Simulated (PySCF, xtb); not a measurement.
C3H6NO, SMILES C[N]C(=O)C (connectivity only; charge and spin as stated), charge -1, multiplicity 1.

Harmonic wavenumbers (cm⁻¹) from GFN2-xTB (xtb) at its own minimum, in rising order: 125, 197, 241, 304, 469, 560, 572, 782, 945, 966, 1052, 1074, 1143, 1329, 1350, 1420, 1499, 1502, 1512, 1523, 1704, 2703, 2745, 2890, 2958, 2967, 3003.

Q: What does PBE-D3(BJ)/def2-SVPD (PySCF 2.14.0) give at its own minimum? (The exact figures need the calculation; the answer reports its results.)

A: 124, 160, 236, 318, 473, 562, 575, 777, 939, 967, 1058, 1068, 1088, 1255, 1342, 1363, 1388, 1392, 1404, 1415, 1601, 2743, 2756, 2918, 2921, 2988, 3055. Paired by order, the mean absolute difference is 38 cm⁻¹ and the zero-point energies are 53.7 and 52.7 kcal/mol.
